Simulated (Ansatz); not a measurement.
`N/C=C(\F)[SiH3]` + H₂O → `N/C=C(\O)F` + SiH₄ at 400 K and 1 bar (formal hydrolysis of a C–Si bond).

Calculated with Ansatz (gas phase, PBE0-D4/def2-TZVP geometries, no zero-point term in ΔE). CCSD(T)/CBS adds triple-zeta CCSD(T) − MP2 to the extrapolated MP2 energy (def2 sets, frozen cores). This one scheme is used for every species. Double bonds are as drawn, so ΔE can hold a change between cis and trans. One conformer a species, not always the lowest.

```csv
species,CCSD(T)/CBS energy (Eh),H − E (kJ/mol),S (J/(mol·K))
`N/C=C(\F)[SiH3]`,-523.25198,235.3,369.2
H₂O,-76.37941,69.8,198.6
`N/C=C(\O)F`,-308.14071,201.9,335.6
SiH₄,-291.46306,96.9,218.6
```

H − E and S are ideal-gas, rigid-rotor, harmonic terms from PBE0-D4/def2-TZVP, for one conformer and one mirror image of each species. 1 Eh = 2625.50 kJ/mol, R = 8.31446 J/(mol·K).

Task: By hand: ΔE, ΔH, ΔS and ΔG.

Result: ΔE = (-308.14071) + (-291.46306) − (-523.25198) − (-76.37941) = 0.02762 Eh = 72.5 kJ/mol. Δ(H − E) = 201.9 + 96.9 − 235.3 − 69.8 = -6.3, so ΔH = 66.2 kJ/mol. ΔS = 335.6 + 218.6 − 369.2 − 198.6 = -13.6 J/(mol·K). ΔG = 66.2 − 400 × (-13.6)/1000 = 71.6 kJ/mol.

Task: By hand: the equilibrium constant, and the temperature at which ΔG would vanish if ΔH and ΔS stayed fixed.

Result: log₁₀ K = −ΔG/(RT ln 10) = -9.3. ΔH and −TΔS have one sign here, so there is no such temperature.

The number of gas molecules stays the same, so ΔS is small and ΔH decides. A doubt of 5 kJ/mol in ΔE shifts log₁₀ K by 0.7 here. Other conformers and mirror images would add mixing entropy, several J/(mol·K) or more a flexible species. These are equilibria of isolated gas molecules and say nothing of rates. Largest T1 diagnostic: 0.013 (customary marks: 0.02 for closed shells, 0.045 for open ones).
